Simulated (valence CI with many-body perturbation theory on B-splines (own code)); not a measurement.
**K12+: key properties**

Calculated by configuration interaction combined with many-body perturbation theory (CI+MBPT): five valence electrons over a frozen Dirac-Fock core [He], a basis of 11 s, 11 p, 10 d, 8 f, 5 g, 2 h functions for each j, with the one-electron correlation potential Σ1, the two-electron term Σ2, the three-electron term Σ3, Breit, model QED; selected CI, second order for the rest, scaled by the run's own slope (own B-spline code, finite nucleus).

No measured levels were compared; by estimate levels of excited configurations hold to 0.05 to 0.15 % of their energy, terms of the ground configuration to about 0.5 %. Among the levels kept, up to 5500 cm⁻¹ of a level comes from second order outside the variational space, and about a tenth of that is noise between levels of different J, which matters for small intervals.

Rates and lifetimes use the calculated energies. Strong lines usually hold to 10 to 20 %, long lifetimes can be off by a factor of two.

Question: What is the ground level?

Answer: 2s2 2p3 4S°_3/2, composition 98 % 2s2 2p3 4S° + 1 % 2s2 2p3 2P°, g = 1.991.

Question: Among levels below 527.85 eV, which E1 lines absorb most strongly from the ground level?

Answer: to 2s2 2p2 3d 4P_5/2 at 2.740 nm, f = 0.687; to 2s2 2p2 3d 4P_3/2 at 2.736 nm, f = 0.522; to 2s2 2p2 3d 4P_1/2 at 2.734 nm, f = 0.276.

Question: Name the longest-lived excited levels whose lifetime is computed, and their main decay.

Answer: 2s2 2p3 2D°_5/2 at 13.14 eV lives 132 ms, mostly by M1 to 2s2 2p3 4S°_3/2; 2s2 2p3 2D°_3/2 at 12.51 eV lives 4.37 ms, mostly by M1 to 2s2 2p3 4S°_3/2; 2s2 2p3 2P°_1/2 at 19.97 eV lives 781 μs, mostly by M1 to 2s2 2p3 4S°_3/2.

Question: Where does the other parity begin?

Answer: At 2s 2p4 4P_5/2, 59.59 eV.

Question: How well does LS coupling describe the low levels?

Answer: Among the lowest 20 levels the leading LS term, summed over configurations, holds 97 % on average. For single configurations the figures are 96 % in LS and 71 % in jj coupling. Terms mix most in the J = 3/2 level at 20.89 eV, where the leading one holds 90 %.

Question: What is the ionisation energy?

Answer: 714.32 eV; NIST lists 714.7 ± 0.5 eV (semi-empirical).
